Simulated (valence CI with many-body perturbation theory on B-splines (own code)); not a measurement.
Values are calculated unless marked as measured or tabulated.
**Ir LXXIII in three bases**

Level of theory: relativistic CI+MBPT: three valence electrons over a frozen Dirac-Fock core [He], radial functions for each j: 9 s, 9 p, 8 d, 6 f, 3 g, 1 h, with the one-electron correlation potential Σ1 (screened to all orders), the two-electron term Σ2, the three-electron term Σ3, Breit, model QED; selected single and double excitations, second order for the rest, scaled by the run's own slope (own B-spline code, finite nucleus).

No measured spectrum was set against this ion. As an estimate, large intervals hold to a few tenths of a per cent, small ones and those within an open d or f shell to about a per cent.

The reference run has the lowest level (2s^2 2p1/2) J=1/2 and an ionisation energy of 20641.6 eV. Its largest variational space holds 8530 state functions.

Levels are named by their leading jj configuration (3d3/2^4 stands for four electrons in 3d with j = 3/2), which in mixed levels can hold well under half, so a name can repeat and another be missing. Letters in brackets count levels of one name in rising energy.

Changed runs:
A. basis 6 s, 6 p, 5 d, 3 f, 1 g
B. basis 5 s, 5 p, 4 d, 2 f

Excitation energies of the reference run in × 10³ cm⁻¹, and shifts in cm⁻¹:

| Level | Reference | A | B |
| --- | --- | --- | --- |
| (2s 2p1/2^2) J=1/2 | 2347.0 | -176 | -416 |
| (2s^2 2p3/2) J=3/2 | 14162 | +78 | -30 |
| (2s 2p1/2 2p3/2) J=3/2 [a] | 15820 | -173 | -756 |
| (2s 2p1/2 2p3/2) J=5/2 | 16155 | +152 | -104 |
| (2s 2p1/2 2p3/2) J=1/2 | 16779 | +52 | -125 |
| (2s 2p1/2 2p3/2) J=3/2 [b] | 16795 | +139 | +128 |
| (2p1/2^2 2p3/2) J=3/2 | 19222 | -200 | -502 |
| (2s 2p3/2^2) J=5/2 | 30125 | +37 | -461 |
| (2s 2p3/2^2) J=1/2 | 31058 | -15 | -178 |
| (2s 2p3/2^2) J=3/2 | 31063 | +141 | +24 |
| (2p1/2 2p3/2^2) J=3/2 | 32959 | -144 | -724 |
| (2p1/2 2p3/2^2) J=5/2 | 33142 | +98 | -139 |
| Ionisation energy (eV) | 20641.6 | +0.0096 | -0.055 |
